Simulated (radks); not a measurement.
Results of a calculation; reference values are marked as such.
Neutral cobalt, 27 electrons, occupied as [Ar] 3d5.5 4s2 4p1.5 (fractional occupations, a model configuration). Level of theory: scalar-relativistic Kohn-Sham, LDA (Slater exchange, Perdew-Wang correlation), spin-unpolarised, spherical densities, point nucleus (a radial shooting solver on a logarithmic mesh with Libxc functionals).

Normalised radial functions P(r) = r R(r), r in bohr:

r	3p
0.001854	0.0009
0.002452	0.0015
0.003219	0.0025
0.004259	0.0043
0.005635	0.0072
0.007397	0.0120
0.009787	0.0200
0.01295	0.0332
0.01713	0.0544
0.02249	0.0865
0.02976	0.1364
0.03937	0.2086
0.05168	0.3031
0.06838	0.4216
0.09048	0.5436
0.1188	0.6273
0.1571	0.6155
0.2079	0.4351
0.2751	0.0536
0.3611	-0.4526
0.4777	-0.9443
0.6321	-1.1959
0.8297	-1.1135
1.098	-0.7852
1.453	-0.4142
1.907	-0.1622
2.523	-0.0417
3.338	-0.0065
4.416	-0.0005
5.797	0.0000
7.67	0.0000
10.15	0.0000

3p: eigenvalue -77.355 eV, 1 radial node at r = 0.284 bohr, <r> = 0.803 bohr, 90 % of the charge inside 1.23 bohr.
